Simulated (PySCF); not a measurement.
C₃Si, SMILES [C]1[c+]2[si-2][c+]21 (connectivity only; charge and spin as stated), neutral, multiplicity 1.

Geometry optimised at r2SCAN-D4/def2-TZVP.

Two levels are set side by side: PBE/def2-TZVPD (PySCF) and ωB97X/def2-TZVPD (PySCF). Same geometry, gas phase. Differences are taken from unrounded values.

```json
[
 {"quantity": "orbital gap (eV)", "PBE": "0.80"},
 {"quantity": "highest occupied level (eV)", "PBE": "-5.62"},
 {"quantity": "lowest empty level (eV)", "PBE": "-4.82"},
 {"quantity": "dipole moment (D)", "PBE": "3.96"},
 {"quantity": "mean polarisability (bohr³)", "PBE": "55.9"}
]
```

**Question.** These are the PBE values. What does ωB97X give? (Estimate from the structure and the level; the computed values follow.)

**Answer.** 
| quantity | ωB97X | PBE minus ωB97X |
|---|---|---|
| orbital gap (eV) | 7.48 | -6.68 |
| highest occupied level (eV) | -9.25 | 3.63 |
| lowest empty level (eV) | -1.77 | -3.05 |
| dipole moment (D) | 4.23 | -0.27 |
| mean polarisability (bohr³) | 53.7 | 2.2 |

Without exact exchange PBE keeps part of each electron's self-repulsion, which lifts occupied levels and narrows the gap. Loosely held outer electrons make PBE densities more polarisable. Differences between two approximate levels are no errors against the true value.

Rough cost on one machine, each run with all the roots and properties that it gave: ωB97X against PBE within a factor of 2.
